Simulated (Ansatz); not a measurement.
The first iterations of a band of CH₇Al₂N (11 atoms, charge 0, multiplicity 1).

The calculation used Ansatz, RKS PBE0-D4/cc-pVDZ.

```json
{
  "movable images": "7",
  "climbing image": "yes",
  "spring": "5.0 eV/Å²",
  "optimiser": "quadratic models (default)",
  "start path": "through a guess of the saddle point",
  "force threshold": "0.03 eV/Å",
  "iteration limit": "60",
  "end points": "relaxed"
}
```

Image 0:

```xyz
11
Properties=species:S:1:pos:R:3
C 0.000 1.442 0.091
N 0.045 -0.024 0.011
Al -0.412 -1.022 1.460
Al 0.452 -0.834 -1.565
H 0.987 1.868 0.344
H -0.310 1.898 -0.865
H -0.707 1.790 0.863
H -0.305 -2.604 1.341
H -0.907 -0.247 2.763
H 0.692 0.099 -2.836
H 0.532 -2.422 -1.588
```

Image 8:

```xyz
11
Properties=species:S:1:pos:R:3
C 0.000 1.442 0.091
N 0.041 -0.024 0.010
Al -0.422 -1.021 1.458
Al 0.461 -0.835 -1.563
H 0.996 1.867 0.308
H -0.346 1.899 -0.851
H -0.677 1.790 0.890
H -0.325 -2.604 1.336
H -0.913 -0.245 2.762
H 0.530 -2.423 -1.586
H 0.719 0.096 -2.832
```

| iteration | highest image above the first end (eV) | largest band force component (eV/Å) |
| --- | --- | --- |
| 1 | 12.467 | 36.584 |
| 2 | 3.930 | 12.427 |
| 3 | 1.675 | 6.616 |
| 4 | 0.589 | 2.797 |
| 5 | 0.388 | 0.998 |
| 6 | 0.345 | 0.443 |
| 7 | 0.328 | 0.290 |
| 8 | 0.315 | 0.252 |
| 9 | 0.311 | 0.172 |

Question: Does the band converge within its limit, and where does its top end?

Answer: It converged. It ended after 27 iterations with the highest image 0.234 eV above the first end. The profile has 2 maxima (images 3, 6) with wells between them (image 4): this band takes more than one step, which may be the mechanism or a detour left from its start path. A vibrational analysis at the climbing image gives one clearly imaginary mode, 224i cm⁻¹: a first-order saddle point.

Time of the run: 8.4 min on 2 threads of Arm Neoverse V1, on a shared host, peak memory 0.22 GiB.
